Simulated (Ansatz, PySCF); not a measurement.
This PySCF input computes a PBE/def2-TZVPD energy:

```python
from pyscf import gto, scf, dft

mol = gto.M(
    atom='''
    Se   -0.07086535    0.13535602    0.33303980
    F    -1.10807651   -0.97583972   -0.34682015
    F     0.03071973    1.16255553   -0.97360251
    F     1.34507034   -0.69806079    0.06227231
    ''',
    basis='def2-tzvpd',
    charge=1,
    spin=0,
    verbose=4,
)

mf = dft.RKS(mol, xc='pbe').density_fit(auxbasis='def2-universal-jkfit')
mf.grids.level = 3
mf.conv_tol = 1e-9
mf.max_cycle = 100
mf.max_memory = 1500
mf.kernel()
if not mf.converged:
    mf = mf.newton()
    mf.kernel(mf.make_rdm1())
mf.analyze()
```

**Question.** Write an input for the same energy in Ansatz (a quantum-chemistry and plane-wave program) and say what it gives.

**Answer.** 
Ansatz 0.2 input:
```yaml
crystal:
  periodic: [false, false, false]
  atoms:
    - {symbol: Se, position_ang: [-0.07086535, 0.13535602, 0.33303980]}
    - {symbol: F, position_ang: [-1.10807651, -0.97583972, -0.34682015]}
    - {symbol: F, position_ang: [0.03071973, 1.16255553, -0.97360251]}
    - {symbol: F, position_ang: [1.34507034, -0.69806079, 0.06227231]}
basis:
  gaussian:
    orbitals: def2-TZVPD
hamiltonian:
  xc: {name: PBE}
total_charge: 1
output: {forces: true}
```
It gives -2700.22759 Eh, and PySCF -2700.22767 Eh, a difference of 0.08 mEh, from the treatment of integrals and grids.

It need not be the lowest isomer of its formula.
